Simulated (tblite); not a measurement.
C₄H₈F₂SSi.
Structure used (GFN2-xTB), in Å, numbered top down from 1:
```
atom  x, y, z in Å
C1     0.8390   -0.6323    1.1180
C2     1.1382   -0.3570   -0.1423
C3     2.4635    0.1535   -0.6077
S4     0.0053   -0.5740   -1.4929
C5    -1.6331   -0.5719   -0.7072
F6    -1.8584   -1.7616   -0.0437
Si7   -1.9624    0.9403    0.4399
F8    -3.2221    1.6651   -0.2504
H9     1.5666   -0.4749    1.8958
H10   -0.1022   -1.0463    1.4289
H11    2.3515    1.1499   -1.0343
H12    3.1684    0.1950    0.2180
H13    2.8628   -0.4948   -1.3862
H14   -2.3230   -0.5710   -1.5581
H15   -2.4144    0.4787    1.7379
H16   -0.8874    1.9102    0.3730
```

All values are computed: GFN2-xTB (tblite) harmonic vibrations without scaling, gas phase. The method is semi-empirical: single wavenumbers can be off by several per cent or more. Modes of hydrogen on silicon can be 10 to 20 % off. One conformer, not necessarily the lowest.

Harmonic wavenumbers (cm⁻¹): 36.2, 50.6, 94.2, 116.2, 129.9, 172.5, 192.7, 277.0, 298.4, 379.0, 418.6, 464.7, 508.6, 584.4, 605.2, 650.2, 673.6, 715.7, 740.6, 783.2, 823.2, 853.4, 943.0, 981.3, 1003.3, 1039.6, 1124.9, 1171.2, 1257.4, 1393.5, 1416.8, 1462.2, 1474.5, 1685.6, 2385.6, 2392.8, 2926.6, 3006.9, 3024.5, 3047.2, 3109.2, 3151.6.

A = 2134, B = 865.7, C = 804.7 MHz; mass 154.008 u (most abundant isotopes); point group C1, symmetry number 1.

Question: Zero-point energy?

Answer: ½Σν̃ = 23783 cm⁻¹ = 284.51 kJ/mol.

Question: Give the ideal-gas entropy at 350 K and 1 bar in the rigid-rotor, harmonic-oscillator model (classical rotation).

Answer: Translation 175.01, rotation 126.51, vibration 166.23: S = 467.8 J/(mol K).

Question: And Cp and H(350 K) − H(0)?

Answer: Cp = 186.82 J/(mol K), of which vibrations give 153.56 (their classical limit is 42 R = 349.2); H(350 K) − H(0) = 40.69 kJ/mol without the zero-point energy, 29.05 from vibrations.

Question: Blend soft modes into free rotors: weight 1/[1 + (100 cm⁻¹/ν̃)⁴] for the oscillator and the rest for a rotor with moment μB/(μ + B), μ = h/(8π²ν), B = 10⁻⁴⁴ kg m². What vibrational entropy results?

Answer: 150.01 J/(mol K) in place of 166.23, which changes −T·S at 350 K by +5.68 kJ/mol.

Question: What must be added to the electronic energy to get the Gibbs energy at 350 K and 1 bar?

Answer: ZPE + [H(350 K) − H(0)] − T·S = 284.51 + 40.69 − 163.71 = 161.49 kJ/mol.

Hindered rotation and anharmonicity are outside this model. Other conformers, if any are populated, would add a mixing term that is left out. The structure is chiral; the term R ln 2 for an equal mix with its mirror image is left out.
